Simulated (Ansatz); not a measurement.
Dissociation curve of GaH, singlet.

Computed with: RHF/aug-cc-pVQZ (Ansatz, a first-principles code); RMP2 = MP2 on RHF/aug-cc-pVQZ, cores with 3d frozen in Ansatz; UHF/aug-cc-pVQZ (Ansatz); UMP2 = MP2 on UHF/aug-cc-pVQZ, cores with 3d frozen (Ansatz); UCCSD = CCSD on UHF/aug-cc-pVQZ, cores with 3d frozen run with Ansatz; UCCSD(T) = CCSD(T) on UHF/aug-cc-pVQZ, cores with 3d frozen in Ansatz; RKS-PBE0 = restricted PBE0/aug-cc-pVQZ run with Ansatz; UKS-PBE0 = Ansatz with unrestricted PBE0/aug-cc-pVQZ; RKS-B3LYP = restricted B3LYP/aug-cc-pVQZ (Ansatz); UKS-B3LYP = unrestricted B3LYP/aug-cc-pVQZ (Ansatz); RKS-PBE = restricted PBE/aug-cc-pVQZ run with Ansatz; UKS-PBE = Ansatz with unrestricted PBE/aug-cc-pVQZ; FCI = full CI/aug-cc-pVQZ, cores with 3d frozen in Ansatz.

All curves are set to zero at 1.68 Å and compared with full CI in the same basis at 1.68, 1.75, 1.81, 1.82, 1.95, 2.08, 2.28, 2.55, 2.75, 2.99, 3.35, 3.69, 4.13, 4.57, 4.93, 5.89, 6.64 Å.

Order the methods by the spread of their error (largest minus smallest) over these points.

UCCSD(T) has the smallest spread and RHF the largest. In order (kJ/mol): UCCSD(T) 9.80, UKS-B3LYP 10.39, UKS-PBE 12.67, UCCSD 14.44, UKS-PBE0 23.49, UMP2 58.15, RKS-PBE 72.45, RKS-B3LYP 100.31, UHF 100.88, RKS-PBE0 126.39, RMP2 139.81, RHF 228.91.

Errors against full CI at some of the points (kJ/mol):

| method | 2.08 Å | 2.55 Å | 3.35 Å | 4.13 Å | 6.64 Å |
|---|---|---|---|---|---|
| UCCSD(T) | 0.3 | 1.6 | 7.9 | 5.6 | -0.9 |
| UKS-B3LYP | -0.4 | -0.4 | -1.3 | -7.8 | 0.5 |
| UKS-PBE | -4.1 | -7.9 | -7.5 | -12.7 | -9.5 |
| UCCSD | 1.1 | 4.6 | 12.4 | 5.2 | -2.0 |
| UKS-PBE0 | 2.3 | 6.3 | 5.9 | -6.1 | -12.0 |
| UMP2 | 5.2 | 36.2 | 22.7 | -4.9 | -14.8 |
| RKS-PBE | -4.1 | -7.9 | -3.6 | 15.9 | 64.2 |
| RKS-B3LYP | -0.4 | -0.4 | 10.0 | 35.9 | 99.5 |
| UHF | 7.7 | 13.2 | -40.6 | -75.7 | -87.7 |
| RKS-PBE0 | 2.3 | 6.3 | 23.5 | 54.7 | 126.4 |
| RMP2 | 5.2 | 14.8 | 41.3 | 81.3 | 137.3 |
| RHF | 7.7 | 19.9 | 51.7 | 100.4 | 228.9 |

The restricted form behind RHF, RMP2, RKS-PBE0, RKS-B3LYP, RKS-PBE keeps the bonding electrons paired and can't separate into open-shell fragments. The T1 diagnostic of CCSD on the restricted reference of RMP2 exceeds 0.045 at 2.99 to 6.64 Å. The unrestricted determinant behind UHF, UMP2, UCCSD, UCCSD(T) is spin-contaminated at 1.27 to 1.50, 2.55 to 6.64 Å (<S²> up to 1.0, against 0.00 for a pure singlet). The unrestricted determinant behind UKS-PBE0, UKS-B3LYP is spin-contaminated at 2.99 to 6.64 Å (<S²> up to 1.0, against 0.00 for a pure singlet). The unrestricted determinant behind UKS-PBE is spin-contaminated at 3.35 to 6.64 Å (<S²> up to 1.0, against 0.00 for a pure singlet).
